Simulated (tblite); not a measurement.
C5H5ClNP.
SMILES: `CC1=C(Cl)N=CP=C1`

Level: GFN2-xTB in tblite, geometry and Hessian alike; calculated harmonic values, unscaled, isolated species. Errors from tens to a few hundred cm⁻¹ against measured bands are possible.

Harmonic wavenumbers (cm⁻¹): 90.5, 126.8, 201.1, 235.4, 324.3, 341.0, 383.6, 417.7, 479.2, 576.9, 637.6, 710.1, 800.5, 827.3, 841.8, 905.4, 1018.2, 1022.6, 1033.7, 1182.3, 1218.9, 1324.3, 1378.5, 1400.8, 1461.3, 1464.6, 1475.4, 1521.2, 3012.0, 3013.5, 3026.2, 3027.3, 3046.7.

A = 2798, B = 1119, C = 803.5 MHz; mass 144.985 u (most abundant isotopes); point group Cs, symmetry number 1.

**Question.** What is the zero-point energy?

**Answer.** ½Σν̃ = 19263 cm⁻¹ = 230.44 kJ/mol.

**Question.** Give the ideal-gas entropy at 400 K and 1 bar in the rigid-rotor, harmonic-oscillator model (classical rotation).

**Answer.** Translation 177.03, rotation 125.99, vibration 107.19: S = 410.2 J/(mol K).

**Question.** And Cp and H(400 K) − H(0)?

**Answer.** Cp = 155.76 J/(mol K), of which vibrations give 122.50 (their classical limit is 33 R = 274.4); H(400 K) − H(0) = 37.45 kJ/mol without the zero-point energy, 24.14 from vibrations.

**Question.** How do the functions run with temperature in this model?

**Answer.** 
```
T (K)  S (J/(mol K))  Cp (J/(mol K))  H − H(0) (kJ/mol)  G − H(0) (kJ/mol)  ln q(vib)
  100          272.4            60.3               4.37             -22.87       0.61
  200          325.0            94.9              12.15             -52.85       2.11
  300          369.6           127.0              23.27             -87.62       3.83
  500          447.6           179.5              54.25            -169.56       7.45
  800          543.2           226.2             115.84            -318.76      12.70
 1000          595.9           245.2             163.09            -432.79      15.94
```

q(vib) and H(0) count from the zero-point level.

**Question.** Which modes carry the vibrational entropy at 400 K?

**Answer.** 90.5 cm⁻¹: 17.68; 126.8 cm⁻¹: 14.91; 201.1 cm⁻¹: 11.19; 235.4 cm⁻¹: 9.94; 324.3 cm⁻¹: 7.49; 341.0 cm⁻¹: 7.12 J/(mol K); the other 27 give 38.86 together.

Hindered rotation and anharmonicity are outside this model.
